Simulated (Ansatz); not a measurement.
Mulliken charges of Ge2H4Se (`[GeH2]1[GeH2][Se]1`) from r2SCAN/def2-TZVPP in Ansatz (PBE0-D4/def2-TZVP geometry).

```
atom   x (Å)   y (Å)   z (Å)  charge (e)
 Ge1  -0.675  -0.050  -0.976       0.162
 Ge2   0.902  -0.008   0.775       0.162
 Se3  -1.415   0.250   1.270      -0.364
  H4  -1.120  -1.370  -1.610       0.010
  H5  -0.894   1.170  -1.875       0.010
  H6   1.519  -1.300   1.318       0.010
  H7   1.745   1.240   1.053       0.010
```

Problem. By hand: the dipole of these point charges (1 e Å = 4.8032 D).

Solution. Σ q r = (0.564, -0.103, -0.506) e Å, of length 0.765 e Å = 3.67 D.

Problem. How does the dipole of the full density compare? (Estimate.)

Solution. Ansatz gave: (0.293, -0.053, -0.263) e Å, 1.91 D; the point charges give 1.92 times that, at 0° from its direction.

Point charges leave out the atoms' own dipoles, such as those of lone pairs, and Mulliken's split depends on the basis, so the two needn't agree.
